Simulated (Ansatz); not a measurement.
Ideal-gas functions of `[Cl][GeH][Cl]` radical at 298.15 K and 1 bar, from an Ansatz frequency run at PBE0-D4/def2-TZVP.

Molar mass 144.52 g/mol, point group Cs (symmetry number 1), electronic degeneracy 2, moments of inertia 60.99, 216.688, 274.213 u Å². Harmonic wavenumbers (cm⁻¹, unscaled): 141, 412, 428, 581, 644, 2028.

Use S(trans) = R[1.5 ln M + 2.5 ln T − 1.1517]; rotational temperatures θ = 24.2544 K / I; S(rot) = R[ln(√π/σ · √(T³/θAθBθC)) + 1.5]; for each mode x = 1.438777 ν̃/T, S = R[x/(eˣ − 1) − ln(1 − e⁻ˣ)] and H = RT x/(eˣ − 1); 1 cm⁻¹ = 0.0119627 kJ/mol; R = 8.31446 J/(mol·K).

Q: By hand: the entropy, in J/(mol·K).

A: Translation 170.9. Rotation: θ = 0.3977, 0.1119, 0.0885 K, giving 111.3. Vibration, mode by mode: 11.67, 3.85, 3.62, 2.02, 1.59, 0.01, in all 22.8. Electronic 5.8. Sum 310.8 J/(mol·K).

Q: By hand: H − E and G − E in kJ/mol, counted from the electronic energy.

A: Zero-point energy ½ × 4234 × 0.0119627 = 25.3; thermal vibration 4.1; translation, rotation and pV give 4 RT = 9.9. H − E = 39.3 kJ/mol, and G − E = 39.3 − 298.15 × 310.8/1000 = -53.4 kJ/mol.

Vibration gives 7 % of the entropy, 11.7 J/(mol·K) of it from the mode under 150 cm⁻¹: soft modes count most, and the harmonic formula is weakest for them.
